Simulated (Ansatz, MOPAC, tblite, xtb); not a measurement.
Scan of H3 (cation, charge +1), singlet: symmetric bend, bond length relaxed. Scanned: H-H-H angle. Other coordinates (H-H bond length) were minimised at PBE0/def2-TZVP.

- GFN1-xTB (xtb)
- PM3, restricted, heats of formation (MOPAC)
- GFN2-xTB, 300 K electronic temperature (tblite)
- FCI/aug-cc-pVTZ = full CI/aug-cc-pVTZ, frozen core (Ansatz, a first-principles code)

Energies relative to the lowest point of each profile, in eV; the last columns give the difference from FCI:

```
a / °   GFN1-xTB    PM3  GFN2-xTB  FCI/aug-cc-pVTZ  GFN1-xTB − FCI/aug-cc-pVTZ  PM3 − FCI/aug-cc-pVTZ  GFN2-xTB − FCI/aug-cc-pVTZ
------  --------  -----  --------  ---------------  --------------------------  ---------------------  --------------------------
180        0.280  1.038     0.000            1.758                      -1.478                 -0.720                      -1.758
167.65     0.281  1.026     0.016            1.736                      -1.455                 -0.710                      -1.720
160.96     0.281  1.010     0.035            1.705                      -1.424                 -0.695                      -1.670
147.72     0.280  0.961     0.090            1.603                      -1.323                 -0.643                      -1.513
139.82     0.278  0.922     0.129            1.516                      -1.239                 -0.594                      -1.387
127.80     0.270  0.851     0.187            1.345                      -1.075                 -0.494                      -1.158
118.52     0.257  0.783     0.224            1.180                      -0.923                 -0.397                      -0.957
107.83     0.232  0.680     0.250            0.958                      -0.726                 -0.278                      -0.708
98.18      0.196  0.555     0.255            0.732                      -0.535                 -0.177                      -0.477
92.36      0.168  0.462     0.248            0.588                      -0.420                 -0.126                      -0.340
80.06      0.095  0.241     0.215            0.289                      -0.194                 -0.048                      -0.074
72.06      0.045  0.105     0.184            0.123                      -0.079                 -0.018                       0.061
60         0.000  0.000     0.153            0.000                       0.000                  0.000                       0.153
```

GFN1-xTB is furthest from FCI/aug-cc-pVTZ at 180 (-1.478 eV, below); its mean absolute difference over the points is 0.836 eV.

PM3 is furthest from FCI/aug-cc-pVTZ at 180 (-0.720 eV, below); its mean absolute difference over the points is 0.377 eV.

GFN2-xTB is furthest from FCI/aug-cc-pVTZ at 180 (-1.758 eV, below); its mean absolute difference over the points is 0.921 eV.
